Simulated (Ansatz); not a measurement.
`F[Si](F)(Cl)I` + HBr → `F[Si](F)(Cl)Br` + HI at 600 K and 1 bar (ligand exchange at the Si–I bond).

Program: Ansatz. Geometries: PBE0-D4/def2-TZVP. ΔE: electronic, gas phase. CBS: MP2 limit from def2 TZ/QZ plus the TZ coupled-cluster correction, frozen cores. def2 core potentials past Kr. For Br, I outer-core shells are correlated without core-valence functions, which leaves a few kJ/mol of doubt a bond. Scalar relativity is left out up to krypton.

```tsv
species	CCSD(T)/CBS energy (Eh)	H − E (kJ/mol)	S (J/(mol·K))
`F[Si](F)(Cl)I`	-1246.11308	70.6	414.8
HBr	-2573.91920	33.5	219.1
`F[Si](F)(Cl)Br`	-3522.00110	70.9	405.2
HI	-298.03592	31.6	227.0
```

H − E and S are ideal-gas, rigid-rotor, harmonic terms from PBE0-D4/def2-TZVP. 1 Eh = 2625.50 kJ/mol, R = 8.31446 J/(mol·K).

Question: By hand: ΔE, ΔH, ΔS and ΔG.

Answer: ΔE = (-3522.00110) + (-298.03592) − (-1246.11308) − (-2573.91920) = -0.00474 Eh = -12.4 kJ/mol. Δ(H − E) = 70.9 + 31.6 − 70.6 − 33.5 = -1.6, so ΔH = -14.0 kJ/mol. ΔS = 405.2 + 227.0 − 414.8 − 219.1 = -1.7 J/(mol·K). ΔG = -14.0 − 600 × (-1.7)/1000 = -13.0 kJ/mol.

Question: By hand: the equilibrium constant, and the temperature at which ΔG would vanish if ΔH and ΔS stayed fixed.

Answer: log₁₀ K = −ΔG/(RT ln 10) = 1.1. ΔG = 0 at ΔH/ΔS = 8235 K, far beyond where these terms or the molecules hold.

The number of gas molecules stays the same, so ΔS is small and ΔH decides. A doubt of 5 kJ/mol in ΔE shifts log₁₀ K by 0.4 here. These are equilibria of isolated gas molecules and say nothing of rates. Largest T1 diagnostic: 0.010 (customary marks: 0.02 for closed shells, 0.045 for open ones).
